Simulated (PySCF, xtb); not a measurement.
CH6ClGeN, SMILES [CH3][Ge@H]([NH2])[Cl].

GFN2-xTB (xtb 6.7.1) at its own geometry gives an orbital gap of 7.26 eV and a dipole moment of 3.01 D.

Geometry: ωB97X-D3(BJ)/def2-SVP. The structure was generated by enumeration; whether it is a known compound was not checked. One conformer was computed; it need not be the lowest.

What does ωB97X/def2-TZVP in PySCF give? (An estimate is asked for; the answer gives what the named calculation found.)

gap 12.85 eV (levels -10.18 and 2.68 eV), dipole 1.90 D.
